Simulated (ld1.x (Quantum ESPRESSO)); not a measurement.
**Reading a pseudo-wave (calcium)**

Columns: radius, all-electron u(r) and pseudo u(r) of the 3p shell (level -31.26 eV) of calcium in the configuration [Ne] 3s2 3p6 3d0 4s1.5 4p0; PBE, scalar-relativistic, TM semilocal scheme, ld1.x (Quantum ESPRESSO) 7.5.

```
r (bohr)  all-electron   pseudo
   0.110        0.3520  -0.0275
   0.220        0.4668  -0.1067
   0.330        0.2611  -0.2280
   0.440       -0.0616  -0.3769
   0.550       -0.3741  -0.5353
   0.660       -0.6236  -0.6846
   0.770       -0.7983  -0.8084
   0.880       -0.9023  -0.8950
   0.990       -0.9481  -0.9400
   1.100       -0.9497  -0.9455
   1.210       -0.9202  -0.9190
   1.320       -0.8704  -0.8703
   1.430       -0.8086  -0.8086
   1.540       -0.7409  -0.7409
   1.650       -0.6716  -0.6716
   1.760       -0.6035  -0.6035
   1.870       -0.5387  -0.5387
   1.980       -0.4782  -0.4782
   2.090       -0.4226  -0.4226
   2.200       -0.3720  -0.3720
   2.310       -0.3264  -0.3264
   2.420       -0.2856  -0.2856
   2.530       -0.2494  -0.2494
   2.640       -0.2173  -0.2173
   2.750       -0.1891  -0.1891
   2.860       -0.1644  -0.1644
```

(1) How many radial nodes do the two functions have?

(2) At about which radius was the pseudo-wave matched?

(3) Is the pseudo-wave norm-conserving?

Results:

(1) The all-electron 3p function has n − l − 1 = 1; the pseudo-wave has 0, since the states of the same l below it are removed with the core.

(2) 1.50 bohr. The columns agree to 0.0005 from 1.32 bohr on; several derivatives are matched, so the curves merge somewhat inside the radius.

(3) Yes: the TM semilocal scheme keeps the norm inside the radius equal to the all-electron one, which fixes the energy derivative of the logarithmic derivative at the level.
